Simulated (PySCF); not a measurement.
**NMR parameters of B(AsH3)H3**

B(AsH3)H3, AsBH6, point group C3v.

Cartesian coordinates in Å; atom numbers follow the order of the lines, from 1:
```xyz
8

B    -0.0044    0.0098   -1.1958
As    0.0028   -0.0064    0.8520
H     0.7673    1.0697    1.5848
H     0.5626   -1.2137    1.5651
H    -1.3126    0.1058    1.5845
H     1.1809   -0.0799   -1.4678
H    -0.5192    1.0845   -1.4543
H    -0.6774   -0.9698   -1.4684
```

GIAO calculations in PySCF 2.14 on the PBE0-D3(BJ)/def2-SVP structure: isolated species, non-relativistic, equivalent atoms averaged; basis pcSseg-1.

Q: Give the isotropic shieldings (ppm) with KT2, PBE0.

A: 
```
             atoms                         environment    KT2   PBE0
               As2            arsenic bonded to B, 3 H   1636   1623
                B1             boron bonded to As, 3 H  144.3  145.2
          H3/H4/H5  hydrogen on an arsenic bonded to B  27.06  27.14
          H6/H7/H8    hydrogen on a boron bonded to As  29.68  29.85
HOMO–LUMO gap (eV)                                   –   6.67   8.76
```

Q: And the chemical shifts, against references computed in the same way?

A: 
```tsv
atoms	nucleus, reference	KT2	PBE0
As2	75As, AsH3	284	288
B1	11B, BF3·OEt2	-44.4	-44.5
H3/H4/H5	1H, TMS	4.12	4.13
H6/H7/H8	1H, TMS	1.49	1.42
```

Q: Which part of the shielding of As2 depends on the functional?

A: Diamagnetic: KT2 2883, PBE0 2879 ppm; paramagnetic: KT2 -1246, PBE0 -1256 ppm.

Q: What couplings does B3LYP/pcJ-1 (pcSseg-1 on As) give?

A: 1J(B1,H6) = 125.9, 2J(H6,H7) = -10.7, 2J(H3,H4) = -3.5, 3J(H3,H6) = 8.8 Hz (averaged over equivalent pairs; isotopes 11B, 1H).

Relativistic effects, spin–orbit coupling among them, are left out; they matter for As and for the light atoms bonded to it.
